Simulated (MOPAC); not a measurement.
MOPAC input (MNDO):

```
MNDO 1SCF CHARGE=1 GEO-OK AUX(PRECISION=9) THREADS=1
HF2S

F    -1.18261100 1   -0.45587400 1    0.19349100 1
S    -0.00851800 1    0.42106900 1   -0.24933400 1
F     1.19770600 1   -0.43039300 1    0.15520500 1
H     0.00042300 1    1.23930000 1    0.85108000 1
```

Output:

```
 *******************************************************************************
 **                                                                           **
 **                              MOPAC v23.2.5                                **
 **                                                                           **
 *******************************************************************************
 ** MOPAC's Digital Object Identifier: https://doi.org/10.5281/zenodo.6511958 **
 **                                                                           **
 ** Please cite the open-source release paper for use of this MOPAC version:  **
 ** J. E. Moussa and J. J. P. Stewart (2026)                                  **
 ** MOPAC: An open-source semiempirical molecular orbital program             **
 ** J. Open Source Softw., 11(119), 8025, https://doi.org/10.21105/joss.08025 **
 *******************************************************************************

                              MNDO CALCULATION RESULTS

 *******************************************************************************
 *  MNDO       - The MNDO Hamiltonian to be used
 *  GEO-OK     - OVERRIDE INTERATOMIC DISTANCE AND OTHER SAFETY CHECKS
 *
 *
 *
 *                 CHARGE ON SYSTEM = +1
 *
 *
 *
 *  1SCF       - DO 1 SCF AND THEN STOP
 *  AUX        - OUTPUT AUXILIARY INFORMATION
 *******************************************************************************
MNDO 1SCF CHARGE=1 GEO-OK AUX(PRECISION=9) THREADS=1
 HF2S

   ATOM   CHEMICAL          X               Y               Z
  NUMBER   SYMBOL      (ANGSTROMS)     (ANGSTROMS)     (ANGSTROMS)

     1       F         -1.18261100  *  -0.45587400  *   0.19349100  *
     2       S         -0.00851800  *   0.42106900  *  -0.24933400  *
     3       F          1.19770600  *  -0.43039300  *   0.15520500  *
     4       H          0.00042300  *   1.23930000  *   0.85108000  *

          CARTESIAN COORDINATES

    NO.       ATOM           X           Y           Z

     1         F         -1.1826     -0.4559      0.1935
     2         S         -0.0085      0.4211     -0.2493
     3         F          1.1977     -0.4304      0.1552
     4         H          0.0004      1.2393      0.8511

  H: (MNDO): M.J.S. DEWAR, W. THIEL, J. AM. CHEM. SOC., 99, 4899, (1977)
  F: (MNDO): M.J.S. DEWAR, H.S. RZEPA, J. AM. CHEM. SOC., 100, 777, (1978)
  S: (MNDO): M.J.S.DEWAR, C.H. REYNOLDS, J. COMP. CHEM. 7, 140-143 (1986)

           Empirical Formula: H F2 S  =     4 atoms

      MOLECULAR POINT GROUP   :   Cs

      RHF CALCULATION, NO. OF DOUBLY OCCUPIED LEVELS = 10

 -------------------------------------------------------------------------------
 MNDO 1SCF CHARGE=1 GEO-OK AUX(PRECISION=9) THREADS=1
 HF2S

     1SCF WAS SPECIFIED, SO BFGS WAS NOT USED
     SCF FIELD WAS ACHIEVED

                              MNDO CALCULATION
                                                       MOPAC v23.2.5 Linux

          FINAL HEAT OF FORMATION =        189.54240 KCAL/MOL =     793.04539 KJ/MOL

          COSMO AREA              =         78.38 SQUARE ANGSTROMS
          COSMO VOLUME            =         60.89 CUBIC ANGSTROMS

          IONIZATION POTENTIAL    =         21.022244 EV
          HOMO LUMO ENERGIES (EV) =        -21.022 -7.797
          NO. OF FILLED LEVELS    =         10
          MOLECULAR WEIGHT        =         71.0647         POINT GROUP:  Cs

          MOLECULAR DIMENSIONS (Angstroms)

            Atom       Atom       Distance
            F     3    F     1     2.38076
            H     4    F     1     1.81345
            S     2    F     1     0.71570

          SCF CALCULATIONS        =          1

   ATOM   CHEMICAL          X               Y               Z
  NUMBER   SYMBOL      (ANGSTROMS)     (ANGSTROMS)     (ANGSTROMS)

     1       F         -1.18261100  *  -0.45587400  *   0.19349100  *
     2       S         -0.00851800  *   0.42106900  *  -0.24933400  *
     3       F          1.19770600  *  -0.43039300  *   0.15520500  *
     4       H          0.00042300  *   1.23930000  *   0.85108000  *

                             CARTESIAN COORDINATES

   1    F       -1.182611000    -0.455874000     0.193491000
   2    S       -0.008518000     0.421069000    -0.249334000
   3    F        1.197706000    -0.430393000     0.155205000
   4    H        0.000423000     1.239300000     0.851080000

           Empirical Formula: H F2 S  =     4 atoms

      MOLECULAR POINT GROUP   :   Cs

                  EIGENVALUES
 -54.10017 -51.90092 -32.39396 -26.77864 -26.38360 -25.45435 -23.94265 -23.62784
 -22.96833 -21.02224  -7.79743  -6.97783  -6.61622

              NET ATOMIC CHARGES AND DIPOLE CONTRIBUTIONS

  ATOM NO.   TYPE          CHARGE      No. of ELECS.   s-Pop       p-Pop
    1          F          -0.262671        7.2627     1.92319     5.33948
    2          S           1.493446        4.5066     1.80536     2.70119
    3          F          -0.262671        7.2627     1.92319     5.33948
    4          H           0.031895        0.9681     0.96811
 DIPOLE           X         Y         Z       TOTAL
 POINT-CHG.    -0.081     4.470    -2.064     4.924
 HYBRID         0.027    -0.479     1.370     1.452
 SUM           -0.054     3.991    -0.693     4.051

          ATOMIC ORBITAL ELECTRON POPULATIONS

     Atom    s        px        py        pz
    1  F   1.92319   1.61095   1.79363   1.93490
    2  S   1.80536   0.66977   0.85758   1.17384
    3  F   1.92319   1.59319   1.80399   1.94230
    4  H   0.96811

 **********************
 *                    *
 * JOB ENDED NORMALLY *
 *                    *
 **********************

 == MOPAC DONE ==
```

The dipole moment of an ion depends on the origin.

The geometry given is a B3LYP-D3(BJ)/def2-TZVP minimum.
